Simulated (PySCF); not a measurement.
# Computed spin Hamiltonian

Species: C6H9FN (doublet state).
Z-matrix (Å and degrees, GFN2-xTB geometry), rows numbered from 1:
```
C 
C   1  1.5258
N   2  1.4229  1  109.90
C   3  1.2851  2  120.56  1  -147.09
C   4  1.3923  3  133.07  2  -178.77
C   5  1.4910  4   94.30  3   176.00
C   4  1.5393  3  135.59  2     1.04
F   7  1.3741  4  116.62  3   -59.92
H   1  1.0861  2  109.61  3   -53.87
H   1  1.0868  2  110.17  3  -174.24
H   1  1.0872  2  110.19  3    65.42
H   2  1.0994  1  108.56  3   116.78
H   2  1.1011  1  111.00  3  -125.74
H   5  1.0720  4  133.47  3    -5.55
H   6  1.0915  5  116.64  4   121.84
H   6  1.0921  5  114.45  4  -109.89
H   7  1.0938  4  115.60  3    67.11
```

The hyperfine couplings belong to this conformer and change with its torsions.

The species is `N(=C1/[C@@H](C[CH]1)F)/CC` [radical].

Method: UKS B3LYP, pcH-1 on C F H N, non-relativistic, mean-field spin-orbit, GIAO (PySCF 2.14.0). Isolated species at its GFN2-xTB geometry (one conformer only). A GFN2-xTB geometry isn't a minimum of the functional, and hyperfine couplings can be far from their values at a DFT geometry. No stability test was run, so a lower SCF solution isn't excluded. ⟨S²⟩ is 0.775 where a pure state has 0.75.

```
g1, g2, g3                      : 2.00219, 2.00313, 2.00558
g_iso                           : 2.00363
Form of g                       : rhombic: the two nearest values differ by 28 % of g3 − g1
⟨S²⟩                            : 0.7747 (exact 0.7500)
α and β electrons               : 31, 30
HOMO–LUMO gap, α and β orbitals : 6.29, 3.74 eV
Total energy                    : -388.58110 Eh
Basis functions                 : 290
```

Isotropic coupling and dipolar principal values T1 to T3, in G; ρ(0) is the spin density at the nucleus (MHz turned into gauss with g_iso; 10 G = 1 mT):

```json
{"atom": "C1", "isotope": "13C", "a_iso": "4.8", "T1": "-0.6", "T2": "-0.5", "T3": "1.1", "Mulliken spin population": "0.01", "ρ(0) (bohr⁻³)": "0.0121"}
{"atom": "C2", "isotope": "13C", "a_iso": "-6.7", "T1": "-0.8", "T2": "0.2", "T3": "0.6", "Mulliken spin population": "-0.03", "ρ(0) (bohr⁻³)": "-0.0167"}
{"atom": "N3", "isotope": "14N", "a_iso": "6.6", "T1": "-8.3", "T2": "-8.1", "T3": "16.3", "Mulliken spin population": "0.49", "ρ(0) (bohr⁻³)": "0.0577"}
{"atom": "C4", "isotope": "13C", "a_iso": "-17.8", "T1": "-10.0", "T2": "3.1", "T3": "6.9", "Mulliken spin population": "-0.22", "ρ(0) (bohr⁻³)": "-0.0445"}
{"atom": "C5", "isotope": "13C", "a_iso": "22.2", "T1": "-20.1", "T2": "-19.4", "T3": "39.4", "Mulliken spin population": "0.71", "ρ(0) (bohr⁻³)": "0.0553"}
{"atom": "C6", "isotope": "13C", "a_iso": "-9.2", "T1": "-0.8", "T2": "0.4", "T3": "0.5", "Mulliken spin population": "-0.06", "ρ(0) (bohr⁻³)": "-0.0231"}
{"atom": "C7", "isotope": "13C", "a_iso": "2.1", "T1": "-0.3", "T2": "-0.1", "T3": "0.4", "Mulliken spin population": "0.01", "ρ(0) (bohr⁻³)": "0.0053"}
{"atom": "F8", "isotope": "19F", "a_iso": "-8.2", "T1": "-3.3", "T2": "1.6", "T3": "1.7", "Mulliken spin population": "0.00", "ρ(0) (bohr⁻³)": "-0.0054"}
{"atom": "H9", "isotope": "1H", "a_iso": "-0.3", "T1": "-0.8", "T2": "-0.6", "T3": "1.4", "Mulliken spin population": "0.00", "ρ(0) (bohr⁻³)": "-0.0002"}
{"atom": "H10", "isotope": "1H", "a_iso": "0.4", "T1": "-0.5", "T2": "-0.4", "T3": "0.9", "Mulliken spin population": "0.00", "ρ(0) (bohr⁻³)": "0.0003"}
{"atom": "H11", "isotope": "1H", "a_iso": "-0.5", "T1": "-0.9", "T2": "-0.5", "T3": "1.4", "Mulliken spin population": "0.00", "ρ(0) (bohr⁻³)": "-0.0003"}
{"atom": "H12", "isotope": "1H", "a_iso": "34.6", "T1": "-1.4", "T2": "-0.7", "T3": "2.1", "Mulliken spin population": "0.04", "ρ(0) (bohr⁻³)": "0.0217"}
{"atom": "H13", "isotope": "1H", "a_iso": "6.4", "T1": "-1.1", "T2": "-0.8", "T3": "1.9", "Mulliken spin population": "0.01", "ρ(0) (bohr⁻³)": "0.0040"}
{"atom": "H14", "isotope": "1H", "a_iso": "-15.7", "T1": "-8.9", "T2": "-0.5", "T3": "9.4", "Mulliken spin population": "-0.03", "ρ(0) (bohr⁻³)": "-0.0098"}
{"atom": "H15", "isotope": "1H", "a_iso": "29.3", "T1": "-1.2", "T2": "-1.0", "T3": "2.1", "Mulliken spin population": "0.03", "ρ(0) (bohr⁻³)": "0.0184"}
{"atom": "H16", "isotope": "1H", "a_iso": "35.6", "T1": "-1.3", "T2": "-0.9", "T3": "2.2", "Mulliken spin population": "0.04", "ρ(0) (bohr⁻³)": "0.0223"}
{"atom": "H17", "isotope": "1H", "a_iso": "-3.5", "T1": "-0.9", "T2": "-0.3", "T3": "1.2", "Mulliken spin population": "0.00", "ρ(0) (bohr⁻³)": "-0.0022"}
```

The largest Mulliken spin populations are on C5 (+0.71), N3 (+0.49), C4 (-0.22) and C6 (-0.06). The positive populations add up to 1.35 and the negative ones to -0.35, together 2S = 1. The angles at C5 add up to 360.0°, so it is planar; its axial dipolar tensor and the negative coupling of its proton fit spin in a p orbital normal to that plane.

Axes: g2 points within 13° of the C4–C7 bond and g3 points within 15° of the C4–C5 bond.

Under fast tumbling the dipolar parts average out, and these isotropic splittings remain (the largest six): 1 × 1H (H16, I = 1/2, 2 lines) with 3.56 mT, 1 × 1H (H12, I = 1/2, 2 lines) with 3.46 mT, 1 × 1H (H15, I = 1/2, 2 lines) with 2.93 mT, 1 × 1H (H14, I = 1/2, 2 lines) with 1.57 mT, 1 × 19F (F8, I = 1/2, 2 lines) with 0.82 mT and 1 × 14N (N3, I = 1, 3 lines) with 0.66 mT.

The 13C coupling of C5 (62.2 MHz) shows only in satellite lines or after enrichment, since that isotope makes up about 1.07 % of natural carbon.

β density exceeds α density at some nuclei, such as C4 (-0.0445), C6 (-0.0231) and C2 (-0.0167), spin density in bohr⁻³. In a single determinant that takes different orbitals for the two spins, that is spin polarisation.

Hardware: one thread of an Arm Neoverse V2, no GPU (shared host). Cost: 89 s of wall time (with the writing of density and orbital grids), 0.97 GiB resident at most.
